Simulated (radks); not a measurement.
Values are calculated unless marked as measured or tabulated.
Isoelectronic series with 14 electrons, each ion in its NIST ground configuration. Code: a radial shooting solver on a logarithmic mesh with Libxc functionals. Model: scalar-relativistic Kohn-Sham, BLYP, spin-polarised, spherical densities, point nucleus; open shells are filled with parallel spins first. Total energies (hartree) and mean radii <r> (bohr) (* marks an orbital that is empty in some or all of the ions):

ion    configuration  E (hartree)  3p down*   3p up  3s down   3s up
Si      [Ne] 3s2 3p2   -290.02302     2.941   2.754    2.167   2.150
P+      [Ne] 3s2 3p2   -341.75831     2.186   2.116    1.826   1.811
S2+     [Ne] 3s2 3p2   -398.03421     1.791   1.753    1.582   1.571
Cl3+    [Ne] 3s2 3p2   -458.84506     1.532   1.509    1.400   1.391
Ar4+    [Ne] 3s2 3p2   -524.19222     1.345   1.329    1.257   1.250
K5+     [Ne] 3s2 3p2   -594.08068     1.202   1.191    1.143   1.137
Ca6+    [Ne] 3s2 3p2   -668.51773     1.088   1.080    1.048   1.043
Sc7+    [Ne] 3s2 3p2   -747.51233    0.9953  0.9886   0.9681  0.9638
Ti8+    [Ne] 3s2 3p2   -831.07478    0.9176  0.9123   0.9000  0.8963
V9+     [Ne] 3s2 3p2   -919.21648    0.8516  0.8473   0.8410  0.8378
Cr10+   [Ne] 3s2 3p2  -1011.94983    0.7948  0.7912   0.7894  0.7866
